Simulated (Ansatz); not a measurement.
One change: `CC(C)[O][Sn][F]` becomes `CC(C)OB(F)S`.

Ansatz, PBE0-D4/def2-TZVP geometries, multiplicity 1. Each molecule was computed in one conformer, which needn't be the lowest.

Elements past krypton have def2 core potentials.

```json
{"property": "LUMO energy (PBE0/def2-TZVPP) / eV", "`CC(C)[O][Sn][F]`": "-2.25"}
{"property": "size of the dipole moment (B3LYP/def2-TZVPP) / D", "`CC(C)[O][Sn][F]`": "1.67"}
{"property": "HOMO–LUMO gap (PBE0/def2-TZVPP) / eV", "`CC(C)[O][Sn][F]`": "5.40"}
{"property": "HOMO energy (B3LYP/def2-TZVPP) / eV", "`CC(C)[O][Sn][F]`": "-7.46"}
{"property": "size of the dipole moment (ωB97M-V/def2-TZVPP) / D", "`CC(C)[O][Sn][F]`": "1.66"}
{"property": "HOMO energy (ωB97M-V/def2-TZVPP) / eV", "`CC(C)[O][Sn][F]`": "-9.91"}
```

(1) What does the change do to each property? (Estimate.)

## Answers

(1) Computed: 
```json
{"property": "LUMO energy (PBE0/def2-TZVPP) / eV", "`CC(C)OB(F)S`": "0.61", "shift": "2.86"}
{"property": "size of the dipole moment (B3LYP/def2-TZVPP) / D", "`CC(C)OB(F)S`": "2.42", "shift": "0.75"}
{"property": "HOMO–LUMO gap (PBE0/def2-TZVPP) / eV", "`CC(C)OB(F)S`": "8.22", "shift": "2.82"}
{"property": "HOMO energy (B3LYP/def2-TZVPP) / eV", "`CC(C)OB(F)S`": "-7.35", "shift": "0.11"}
{"property": "size of the dipole moment (ωB97M-V/def2-TZVPP) / D", "`CC(C)OB(F)S`": "2.43", "shift": "0.77"}
{"property": "HOMO energy (ωB97M-V/def2-TZVPP) / eV", "`CC(C)OB(F)S`": "-9.80", "shift": "0.11"}
```

Dipoles are sizes alone; their direction can turn.

B3LYP here is the variant with VWN-RPA as its local correlation; programs differ in this.
